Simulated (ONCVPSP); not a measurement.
# u(r) = r·R(r): atom against pseudo-atom (cerium)

Columns: radius, all-electron u(r) and pseudo u(r) of the 5s shell (level -40.59 eV) of cerium in the configuration [Kr] 4d10 4f1 5s2 5p6 5d1 6s2; PBE, scalar-relativistic, ONCV scheme, ONCVPSP 4.0.1.

```json
{"r (bohr)": "0.118", "all-electron": "-0.0116", "pseudo": "0.0960"}
{"r (bohr)": "0.235", "all-electron": "0.3175", "pseudo": "0.1912"}
{"r (bohr)": "0.353", "all-electron": "-0.1737", "pseudo": "0.2871"}
{"r (bohr)": "0.470", "all-electron": "-0.5043", "pseudo": "0.3818"}
{"r (bohr)": "0.588", "all-electron": "-0.4419", "pseudo": "0.4761"}
{"r (bohr)": "0.705", "all-electron": "-0.1453", "pseudo": "0.5663"}
{"r (bohr)": "0.822", "all-electron": "0.2087", "pseudo": "0.6501"}
{"r (bohr)": "0.940", "all-electron": "0.5211", "pseudo": "0.7242"}
{"r (bohr)": "1.058", "all-electron": "0.7491", "pseudo": "0.7840"}
{"r (bohr)": "1.175", "all-electron": "0.8887", "pseudo": "0.8262"}
{"r (bohr)": "1.292", "all-electron": "0.9549", "pseudo": "0.8498"}
{"r (bohr)": "1.410", "all-electron": "0.9642", "pseudo": "0.8543"}
{"r (bohr)": "1.528", "all-electron": "0.9321", "pseudo": "0.8400"}
{"r (bohr)": "1.645", "all-electron": "0.8740", "pseudo": "0.8082"}
{"r (bohr)": "1.763", "all-electron": "0.7999", "pseudo": "0.7604"}
{"r (bohr)": "1.880", "all-electron": "0.7195", "pseudo": "0.7000"}
{"r (bohr)": "1.998", "all-electron": "0.6374", "pseudo": "0.6302"}
{"r (bohr)": "2.115", "all-electron": "0.5588", "pseudo": "0.5571"}
{"r (bohr)": "2.232", "all-electron": "0.4854", "pseudo": "0.4852"}
{"r (bohr)": "2.350", "all-electron": "0.4179", "pseudo": "0.4179"}
{"r (bohr)": "2.468", "all-electron": "0.3575", "pseudo": "0.3575"}
{"r (bohr)": "2.585", "all-electron": "0.3047", "pseudo": "0.3047"}
{"r (bohr)": "2.702", "all-electron": "0.2586", "pseudo": "0.2585"}
{"r (bohr)": "2.820", "all-electron": "0.2183", "pseudo": "0.2183"}
{"r (bohr)": "2.938", "all-electron": "0.1837", "pseudo": "0.1837"}
{"r (bohr)": "3.055", "all-electron": "0.1545", "pseudo": "0.1545"}
```

(1) How many radial nodes do the two functions have?

(2) At about which radius was the pseudo-wave matched?

(3) Is the pseudo-wave norm-conserving?

Results:

(1) The all-electron 5s function has n − l − 1 = 4 (the table is too coarse to show those close to the nucleus); the pseudo-wave has 0, since the states of the same l below it are removed with the core.

(2) 2.35 bohr. The columns agree to 0.0005 from 2.23 bohr on; several derivatives are matched, so the curves merge somewhat inside the radius.

(3) Yes: the ONCV scheme keeps the norm inside the radius equal to the all-electron one, which fixes the energy derivative of the logarithmic derivative at the level.
